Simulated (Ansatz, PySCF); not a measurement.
This Ansatz (a quantum-chemistry and plane-wave program) input computes a B3LYP/def2-TZVPD energy:

Ansatz 0.2 input:
```yaml
crystal:
  periodic: [false, false, false]
  atoms:
    - {symbol: O, position_ang: [-0.09193863, -0.02710770, -0.06464349]}
    - {symbol: H, position_ang: [-0.07509175, -0.02177006, 0.94300683]}
    - {symbol: H, position_ang: [0.81060081, 0.23863167, -0.42585893]}
basis:
  gaussian:
    orbitals: def2-TZVPD
hamiltonian:
  xc: {name: B3LYP}
total_charge: 1
magnetization: {spin_polarized: true, initial_magnetization: 1}
output: {forces: true}
```

Question: Write an input for the same energy in PySCF and say what it gives.

Answer: 
```python
from pyscf import gto, scf, dft

mol = gto.M(
    atom='''
    O    -0.09193863   -0.02710770   -0.06464349
    H    -0.07509175   -0.02177006    0.94300683
    H     0.81060081    0.23863167   -0.42585893
    ''',
    basis='def2-tzvpd',
    charge=1,
    spin=1,
    verbose=4,
)

mf = dft.UKS(mol, xc='b3lyp').density_fit(auxbasis='def2-universal-jkfit')
mf.grids.level = 3
mf.conv_tol = 1e-9
mf.max_cycle = 100
mf.max_memory = 1500
mf.kernel()
if not mf.converged:
    mf = mf.newton()
    mf.kernel(mf.make_rdm1())
for _ in range(2):
    mo, _, stable, _ = mf.stability(return_status=True)
    if stable:
        break
    mf.kernel(mf.make_rdm1(mo, mf.mo_occ))
mf.analyze()
```
It gives -76.00142 Eh, and Ansatz -76.00138 Eh, a difference of 0.04 mEh, from the treatment of integrals and grids.
